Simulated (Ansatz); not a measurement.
A single point on BGaH2O.

```yaml
crystal:
  periodic: [false, false, false]
  atoms:
    - {symbol: B, position_ang: [-0.552949, 0.263921, -0.196861]}
    - {symbol: O, position_ang: [0.569654, -0.331369, 0.209270]}
    - {symbol: Ga, position_ang: [2.155004, -1.071459, 0.706800]}
    - {symbol: H, position_ang: [-1.621346, -0.122726, 0.212537]}
    - {symbol: H, position_ang: [-0.500464, 1.187934, -0.973145]}
basis:
  gaussian: {orbitals: def2-QZVPP}
correlation: {method: mp2}
```

```sh
$ ansatz run in.yaml --threads 2 --pin off --events-out ev --progress --plain --max-ram 4352MiB
```

Shortened log:

```
Functional definition: HF
1665 factors; integrals over basis functions are off by at most 8.9e-4 eV
mean field evaluation 1: about -55075.3495 eV, gradient 4.4e1 eV
mean field evaluation 2: about -55075.3947 eV, gradient 4.4e1 eV
mean field evaluation 4: about -55079.1520 eV, gradient 3.0e0 eV
mean field evaluation 8: about -55079.2020 eV, gradient 3.7e-1 eV
mean field -55079.20240285 eV, -2024.1233542803 hartree, gradient 1.3e-6 eV, S^2 0.000000; 0 other end points of the search recorded, 0 dependent functions left out
11 core orbitals not correlated: weight in the atoms' cores, before any rotation towards them, 1.000 or more for the frozen orbitals, at most 0.000 for the correlated occupied ones
reference -55079.20240285 eV, -2024.1233542803 hartree; 12, 12 occupied and 240, 240 virtual orbitals, 1665 factors
second order -22.00188274 eV of doubles, -0.00000000 eV of singles
Total energy: -55101.20428559 eV, -2024.9319085577 hartree
```

It took 14 s on 2 threads of an Intel Xeon Platinum 8488C on a shared host, with 0.73 GiB of host memory at the peak.
